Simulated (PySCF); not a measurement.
C4H6N2OS.
Atom-mapped SMILES: `[CH3:1][O:2][CH2:3][c:4]1[n:5][cH:6][s:7][n:8]1`

Cartesian coordinates in Å at the GFN2-xTB level; atoms count from 1:
```xyz
14
C4H6N2OS angstrom
C     -2.1860    0.2097    0.3951
O     -1.4880   -0.9046   -0.1099
C     -0.4314   -0.5749   -0.9769
C      0.7649   -0.0333   -0.2512
N      1.9031   -0.7598   -0.1690
C      2.7781   -0.1183    0.5249
S      2.1786    1.4056    1.0820
N      0.7496    1.1297    0.3482
H     -1.5215    0.8862    0.9415
H     -2.6680    0.7677   -0.4168
H     -2.9439   -0.1873    1.0668
H     -0.1378   -1.5049   -1.4674
H     -0.7632    0.1573   -1.7289
H      3.7648   -0.4736    0.7393
```

Probes without a nucleus sit at each ring's centroid and 1 Å off its mean plane on both sides; NICS is minus the shielding there, NICSzz its component along the normal. Level: GIAO PBE0/pcSseg-1 (PySCF, non-relativistic, gas phase) on the GFN2-xTB geometry, one conformer.

Ring bond lengths (Å), with Mayer bond orders in brackets: C4–N5 1.353 (1.30), N5–C6 1.288 (1.65), C6–S7 1.730 (1.20), S7–N8 1.630 (1.19), N8–C4 1.308 (1.55).

**Question.** What do the NICS probes read (ppm)?

**Answer.** 
| ring | type | NICS(0) | NICS(1), two faces | NICS(1)zz, two faces | rms pucker (Å) | centre to ring atoms, mean (Å) |
| --- | --- | --- | --- | --- | --- | --- |
| C4–N5–C6–S7–N8 | 5-membered ring with 2 N and S; formal bonds all aromatic | -14.2 | -13.0 / -13.3 | -32.1 / -33.2 | 0.00 | 1.24 |

**Question.** What do they say, and how far can they be read as aromaticity?

**Answer.** 
- C4–N5–C6–S7–N8: mean NICS(1)zz -32.7 ppm, shielded. For a flat ring without four-coordinate atoms the NICS criterion counts such a value as aromatic.

**Question.** At the second NICS(1) probe listed for ring C4–N5–C6–S7–N8, 1 Å off the ring, what do the in-plane components average?

**Answer.** The isotropic value is a third of the trace: (3 × -13.3 − (-33.2))/2 = -3.4 ppm.

The run took 23 s of wall time (grids of density and orbitals included) on one thread, Arm Neoverse V2 (aarch64), no GPU, shared host with 96 logical CPUs at a one-minute load of 14, and the process peaked at 0.77 GiB of memory. This is the whole shielding run at PBE0/pcSseg-1, SCF included.
